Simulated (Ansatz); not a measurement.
C3H6AlN can be A, `C=C1[CH2][AlH][NH]1`, or B, `CC1=[C]([AlH2])N1`.

Isolated molecules relaxed with PBE0-D4/def2-TZVP in Ansatz; ΔE leaves out vibrations. CCSD(T)/CBS is the MP2 limit (def2-TZVPP, def2-QZVPP) plus CCSD(T) − MP2 in def2-TZVPP, frozen cores. DFT in def2-TZVPP. B3LYP here is the variant with VWN-RPA as its local correlation; programs differ in this.

Which isomer does CCSD(T)/CBS put lower? Give the gap. (Best estimate.)

Ansatz gave: A, by 69.2 kcal/mol.

Give E(B) − E(A) in kcal/mol with B3LYP-D4, ωB97M-V, HF/def2-TZVPP, CCSD(T)/def2-TZVPP, B3LYP, PBE-D4, CCSD/def2-TZVPP. (Estimate.)

Ansatz gave: B3LYP-D4 68.1, ωB97M-V 70.1, HF/def2-TZVPP 68.1, CCSD(T)/def2-TZVPP 69.0, B3LYP 67.1, PBE-D4 66.8, CCSD/def2-TZVPP 69.6. None reverses the order clearly.

Largest T1 diagnostic: 0.013.

From PBE to PBE0 (25 % exact exchange), in def2-TZVPP and without D4, E(B) − E(A) moves by +3.1 kcal/mol. The D4 term adds +0.9 kcal/mol with B3LYP and +0.4 kcal/mol with PBE0; it sums over pairs of atoms, weighted by their polarisabilities, and B3LYP, whose exchange is more repulsive, gets the larger term.
